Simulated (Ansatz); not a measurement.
## Counterpoise correction, worked out

The pair of H2 (SMILES [H][H], atoms 1–2) and CH6Si (SMILES C[SiH3], atoms 3–10), both closed shells, in one local arrangement (a lower one may exist), relaxed at PBE0-D4/def2-TZVP:

```
10
angstrom
H -0.1285 0.4314 -2.6770
H 0.1881 -0.1685 -2.9885
C -0.2955 -0.9774 0.7204
Si 0.2510 0.8111 0.6972
H -0.3156 -1.3890 -0.2909
H -1.2971 -1.0713 1.1459
H 0.3866 -1.5831 1.3210
H 1.6162 0.9393 0.1198
H 0.2731 1.3722 2.0754
H -0.6783 1.6353 -0.1232
```

Program: Ansatz 0.2.0. Basis: def2-TZVPPD. Cores are frozen in the correlated methods.

MP2 total energies in eV:

| system | geometry | basis functions | energy |
| --- | --- | --- | --- |
| pair | pair | all | -9028.91000 |
| H2 | as in the pair | all (partner as ghosts) | -31.69508 |
| CH6Si | as in the pair | all (partner as ghosts) | -8997.20134 |
| H2 | as in the pair | its own | -31.69360 |
| CH6Si | as in the pair | its own | -8997.19895 |
| H2 | free (PBE0-D4 minimum) | its own | -31.69371 |
| CH6Si | free (PBE0-D4 minimum) | its own | -8997.19904 |

Work out the interaction energy with and without the counterpoise correction, the superposition error, and the binding energy from the relaxed fragments.

Without correction: -9028.91000 − (-31.69360) − (-8997.19895) = -0.01745 eV.
With correction (each fragment in the whole basis): -9028.91000 − (-31.69508) − (-8997.20134) = -0.01358 eV = -0.31 kcal/mol.
The superposition error is the difference, 0.00387 eV: each fragment borrows its partner's functions.
Deformation from the free shapes: 0.00011 eV for H2 and 0.00009 eV for CH6Si.
Binding energy from relaxed fragments: -0.01358 + 0.00011 + 0.00009 = -0.01338 eV = -0.31 kcal/mol (electronic, without zero-point energy; negative means bound). For comparison, the corrected interaction energy by CCSD(T) at an estimated basis limit (MP2 extrapolated from triple and quadruple zeta, plus CCSD(T) − MP2 in triple zeta) is -0.019 eV.

T1 diagnostic: at most 0.010.

For scale, one of the runs: CCSD(T)/def2-TZVPPD, 221 basis functions, launched by `ansatz run in.yaml --threads 2 --pin off --events-out ev --progress --plain --max-ram 5222MiB`. Hardware: 2 CPU threads, shared host. Wall time 17 s; peak host memory 3.5 GiB.
